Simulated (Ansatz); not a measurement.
C2H7AlSi2 (`C#C[SiH2][AlH][SiH3]`) at its PBE0-D4/def2-TZVP geometry, where that method's forces vanish. Total charge 0; spin multiplicity 1.

| atom | x (Å) | y (Å) | z (Å) |
| --- | --- | --- | --- |
| C1 | 1.3135 | 1.1683 | 0.8529 |
| C2 | 0.4587 | 0.6779 | 1.5972 |
| Si3 | -1.2028 | -0.0907 | 1.7956 |
| Al4 | -0.5292 | 0.7148 | -0.4352 |
| Si5 | 0.3147 | -1.0539 | -1.8928 |
| H6 | 2.2285 | 1.6034 | 0.5087 |
| H7 | -1.9931 | 0.7085 | 2.7628 |
| H8 | -1.0243 | -1.4856 | 2.2659 |
| H9 | -1.0917 | 2.1471 | -0.8162 |
| H10 | 1.4312 | -0.5980 | -2.7726 |
| H11 | 0.8387 | -2.1885 | -1.0776 |
| H12 | -0.7439 | -1.6033 | -2.7888 |

(1) For each bond, give half the difference of the two atoms' forces along it (eV/Å; positive pushes the atoms apart) under PBE-D4, r2SCAN-D4, B3LYP-D4, ωB97M-V in def2-TZVPP. (Estimate.)

Answers

(1) The calculation gave: 
```
   bond  length (Å)  PBE-D4  r2SCAN-D4  B3LYP-D4  ωB97M-V
  C1–C2       1.235    0.98       0.44     -0.09    -0.43
  C1–H6       1.070   -0.31      -0.21     -0.06     0.09
 C2–Si3       1.841   -0.42      -0.21      0.18     0.42
 C2–Al4       2.260    0.18       0.02      0.14     0.09
Si3–Al4       2.466    0.00       0.02      0.15     0.15
 Si3–H7       1.483    0.10      -0.01     -0.09    -0.15
 Si3–H8       1.483    0.10      -0.01     -0.09    -0.14
Al4–Si5       2.442   -0.09       0.02      0.05     0.02
 Al4–H9       1.585    0.06      -0.02     -0.14    -0.14
Si5–H10       1.493    0.10      -0.01     -0.06    -0.09
Si5–H11       1.492    0.09      -0.01     -0.05    -0.08
Si5–H12       1.492    0.10      -0.02     -0.06    -0.10
```

B3LYP here is the variant with VWN-RPA as its local correlation; programs differ in this.

All numbers were calculated with Ansatz.
